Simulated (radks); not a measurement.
The numbers below are computed, except where a source is named.
The silver ion Ag+, 46 electrons, occupied as [Kr] 4d10.

Code: a radial shooting solver on a logarithmic mesh with Libxc functionals. Model: scalar-relativistic Kohn-Sham, BLYP, spin-polarised, spherical densities, point nucleus.

Energy parts (eV):
total: -144664.671
kinetic: 150299.196
electron-nucleus: -349289.364
Hartree: 58393.008
exchange-correlation: -4067.511

Orbitals (lengths in bohr, moments of r in powers of bohr):
\begin{tabular}{lrrr}
orbital & occ. & eigenvalue (eV) & <r^4> \\ \hline
1s & 2 & -25342.98 & 4.450e-06 \\
2s & 2 & -3738.315 & 0.0007913 \\
2p & 6 & -3354.319 & 0.0005673 \\
3s & 2 & -691.7130 & 0.03705 \\
3p & 6 & -565.6217 & 0.03965 \\
3d & 10 & -366.6774 & 0.03806 \\
4s & 2 & -103.2375 & 1.344 \\
4p & 6 & -66.7582 & 2.107 \\
4d & 10 & -15.5837 & 12.10 \\
\end{tabular}

The highest occupied level is 4d at -15.584 eV. The density falls to 0.001 e/bohr^3 at r = 3.61 bohr. Summed over all electrons, <r^2> = 35.43 bohr^2, which gives a Langevin (diamagnetic) susceptibility term of -28.1 x 10^-6 cm^3/mol. For comparison, the ionisation energy in NIST's Atomic Spectra Database is 21.484 eV (measured). In exact Kohn-Sham theory the highest level is minus the ionisation energy, but local and semilocal functionals leave it too shallow, through self-interaction and a potential that decays too fast; potentials with the right tail come closer.
